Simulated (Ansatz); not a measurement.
Several settings on one geometry of Au2S (that of the charge 0 singlet, PBE-D4/def2-TZVP). Ansatz on 4 threads of Arm Neoverse V1 on a shared host; times are rough.

```xyz
3

Au   -0.611   -1.537    0.367
Au    1.402    0.878   -0.364
S    -0.791    0.658   -0.003
```

Totals from different functionals, basis sets or treatments of relativity can't be compared as stabilities.

In the def2 sets Au takes a core potential; there is no spin–orbit coupling.

(1) Give the basis size and estimate the energy, ⟨S²⟩ and time of these runs.

| run | method | charge | state | further keys |
| --- | --- | --- | --- | --- |
| 1 | RKS revPBE0/def2-mTZVP | 0 | singlet | scf: {lower_state_search: off} |
| 2 | RKS ωB97X-V/def2-TZVPD | 0 | singlet | scf: {lower_state_search: off}; forces asked |
| 3 | RKS CAM-B3LYP/def2-TZVP | 0 | singlet | nuclear_model: gaussian; scf: {omitted_lower_state_checks: [starts]} |

Results:

(1) 
```json
{"run": "1", "functions": "94", "energy (Eh)": "-669.6796", "⟨S²⟩": "–", "wall time": "0.75 s"}
{"run": "2", "functions": "132", "energy (Eh)": "-669.5667", "⟨S²⟩": "–", "wall time": "4.3 s"}
{"run": "3", "functions": "117", "energy (Eh)": "-669.6155", "⟨S²⟩": "–", "wall time": "1.6 s"}
```
